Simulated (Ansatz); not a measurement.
Program: Ansatz 0.2.0.

A structure relaxed at PBE0-D4/def2-TZVP, charge 0, multiplicity 1:

Cartesian coordinates in Å:
```
C 1.705 -0.619 1.335
Si 0.248 -1.270 0.337
B -0.862 0.224 -0.443
N -2.233 0.239 -0.206
Al -0.037 1.807 -1.634
H 1.361 -0.027 2.186
H 2.318 -1.438 1.717
H 2.339 0.018 0.713
H -0.571 -2.183 1.202
H 0.780 -2.115 -0.778
H -2.710 -0.461 0.344
H -2.860 0.941 -0.568
H 1.528 2.010 -1.872
H -1.008 2.873 -2.334
```

Problem. Give its formula and SMILES.

Solution. CH9AlBNSi, `C[SiH2][B](N)[AlH2]`.

Problem. Point group (tolerance 0.08 Å, 0.16 Å for H)?

Solution. C1.

Problem. Summarise the bond lengths by kind.

Solution. 1 × C–Si 1.882 Å; 3 × C–H 1.092 to 1.093 Å; 1 × B–Si 2.018 Å; 2 × H–Si 1.496 to 1.501 Å; 1 × B–N 1.391 Å; 1 × Al–B 2.146 Å; 2 × H–N 1.009 to 1.010 Å; 2 × Al–H 1.595 to 1.603 Å.
